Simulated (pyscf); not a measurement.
Optimised with ωB97X-D3(BJ)/def2-SVP in PySCF.

SMILES: C=C(Br)CBr
```xyz
9

C      0.2940    -0.0110     0.3858
C      0.0781     0.6979    -0.7169
Br     0.8866     2.4017    -0.9407
C     -0.7658     0.3493    -1.9109
Br    -1.6364    -1.3696    -1.7915
H     -0.1770    -0.9900     0.5026
H      0.9366     0.3665     1.1837
H     -1.5551     1.1010    -2.0468
H     -0.1468     0.3341    -2.8183
```

Problem. How much does it cost (ΔH, 298 K, ωB97M-D3(BJ)/def2-TZVP) to split H₂C=C(Br)–CH₂–Br at its C–C bond into H₂C=C•–Br + •H₂C–Br?

Solution. C–C to H₂C=C•–Br + •H₂C–Br: 408.6 kJ/mol. The 7 functionals that were run give +368.2 (r²SCAN) to +412.4 kJ/mol (ωB97X-D3(BJ)). The radicals are drawn with the spin at the cut bond; how far it spreads was not checked. Other isomers of H₂C=C•–Br were not searched in full and may lie lower. Elements up to Kr have no core potential and no relativistic terms here.
